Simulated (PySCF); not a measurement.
Isomers of C7H10OS, from PySCF, PBE0-D3(BJ)/def2-SVP geometry optimisation, gas phase. One conformer each, no zero-point energy, no frequencies.

**Question.** Which isomer lies lower at this level?
A. `[CH2:1]=[CH:2][C@@H:3]1[CH:4]=[CH:5][S@@:6](=[O:7])[CH2:8][CH2:9]1` with C1–C2–C3–C4 -118°, C2–C3–C4–C5 -128°, C4–C5–S6–O7 -133°, C5–S6–C8–C9 55°, S6–C8–C9–C3 -71°: A = 3948, B = 778.6, C = 696.1 MHz, dipole 4.62 D
B. `[CH3:1][CH:2]([CH3:3])[O:4][c:5]1[cH:6][cH:7][s:8][cH:9]1` with C1–C2–O4–C5 72°, C2–O4–C5–C6 13°: A = 3890, B = 727.5, C = 669.7 MHz, dipole 1.92 D

**Answer.** B. That is `CC(C)Oc1ccsc1`, 52.4 kcal/mol below the other.

```csv
SMILES,mapped SMILES,E (Eh),relative (kcal/mol),relative (kJ/mol),dipole (D)
CC(C)Oc1ccsc1,[CH3:1][CH:2]([CH3:3])[O:4][c:5]1[cH:6][cH:7][s:8][cH:9]1,-745.25655,0.0,0.0,1.92
C=C[C@@H]1C=C[S@@](=O)CC1,[CH2:1]=[CH:2][C@@H:3]1[CH:4]=[CH:5][S@@:6](=[O:7])[CH2:8][CH2:9]1,-745.17309,52.4,219.1,4.62
```

As drawn, the lower has an aromatic ring, which the higher lacks; the higher has an S=O bond and a C=C bond outside aromatic rings, which the lower lacks.
